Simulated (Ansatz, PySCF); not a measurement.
Species: silylphosphine, sum formula SiPH$_{5}$ (charge 0, singlet). 
Coordinates optimised at B3LYP-D3(BJ)/def2-TZVP (Ansatz, a quantum-chemistry and plane-wave program):
```
Si
H 1 1.4814
H 1 1.4814 2 109.01
H 1 1.4818 2 108.98 3 -118.83
P 1 2.2675 2 107.93 4 -124.18
H 5 1.4194 1 94.18 2 168.19
H 5 1.4194 6 93.73 1 94.47
```
Charge 0, spin multiplicity 1.

Wanted: vertical ionisation energy (to the doublet state of charge +1; each state is the SCF solution reached for its spin), in eV. Valence correlation only, unless marked. Open shells are spin-unrestricted. Spin-orbit coupling is left out. Non-relativistic. CBS marks a two-point X^-3 extrapolation of the correlation energy; Hartree-Fock from the larger set. The bracket is a focal-point correction in the basis named.

| level | program | vertical ionisation energy (eV) |
|---|---|---|
| HF/aug-cc-pV(T+d)Z | Ansatz | 8.80 |
| HF/aug-cc-pV(Q+d)Z | Ansatz | 8.80 |
| HF/def2-QZVPPD | Ansatz | 8.80 |
| PBE/def2-TZVPD | Ansatz | 9.72 |
| PBE0/def2-TZVPD | Ansatz | 9.78 |
| BHLYP/def2-TZVPD | Ansatz | 9.71 |
| M06-2X/def2-TZVPD | PySCF | 9.79 |
| wB97M-V/def2-TZVPD | Ansatz | 9.88 |
| B2PLYP/def2-TZVPD | Ansatz | 9.78 |
| MP2/def2-TZVPPD | Ansatz | 9.85 |
| RI-MP2/CBS(def2-TZVPPD,def2-QZVPPD) | Ansatz | 9.96 |
| CCSD/def2-SVPD | Ansatz | 9.68 |
| CCSD/def2-TZVPPD | Ansatz | 9.80 |
| CCSD(T)/aug-cc-pV(D+d)Z | Ansatz | 9.75 |
| RI-MP2/CBS(def2-TZVPPD,def2-QZVPPD)+[CCSD(T)-MP2]/def2-TZVPPD | Ansatz | 9.97 |

For comparison, minus the highest occupied orbital energy (PySCF): 8.25 eV at MN15/def2-TZVPD, 7.68 eV at PW6B95/def2-TZVPD, 7.05 eV at TPSSh/def2-TZVPD.
